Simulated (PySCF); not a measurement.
C₅H₄F₂O, SMILES O=C1/C(=C/F)C[C@H]1F.

The structure is a stationary point at PBE0-D3(BJ)/def2-SVP. The structure was generated by enumeration; whether it is a known compound was not checked.

Calculation: PBE/def2-TZVP (PySCF).

Gas-phase values at a fixed geometry.

Q: Estimate the frontier levels, gap, dipole moment. (An estimate is asked for; the answer gives what the named calculation found.)

A: 
```
Quantity                                                                                                       Value
---------------------------------------------------------------------------------------------  ---------------------
highest occupied level                                                                                      -6.04 eV
lowest empty level                                                                                          -3.18 eV
orbital gap                                                                                                  2.86 eV
dipole moment                                                                                                 2.85 D
quadrupole, principal values (traceless, Buckingham form, about the centre of nuclear charge)  -9.67, 2.58, 7.10 D·Å
```
